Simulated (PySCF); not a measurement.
Indium: a sound run and one with changed settings

Sound run: In⁺ [Kr] 4d10 5s2, In²⁺ [Kr] 4d10 5s1. Calculation: PySCF 2.14, in x2c-TZVPall; scalar relativity by spin-free X2C-1e. The sound run starts from symmetry-adapted Hartree-Fock orbitals and uses a fine grid where one is needed.

Changed run: radial step 1.2 in ln r (0.13 in the sound run). This setting is unsound on purpose.

```tsv
species	method	sound run (hartree)	changed run (hartree)	converged
In⁺	UHF	-5878.04944	-5878.04944	yes
In⁺	r2SCAN	-5880.71168	-5918.41754	yes
In⁺	PBE0	-5880.36450	-5903.80489	yes
In²⁺	UHF	-5877.42342	-5877.42342	yes
In²⁺	r2SCAN	-5880.02431	-5917.79684	yes
In²⁺	PBE0	-5879.67811	-5903.18973	yes
```

Ionisation energy of In⁺:

| method | sound run (eV) | changed run (eV) |
| --- | --- | --- |
| UHF | 17.035 | 17.035 |
| r2SCAN | 18.704 | 16.890 |
| PBE0 | 18.678 | 16.739 |

A coarse radial grid mis-integrates the density and the exchange-correlation energy, with errors of either sign; Hartree-Fock needs no grid.

For comparison, NIST gives 18.870 eV between the lowest levels.
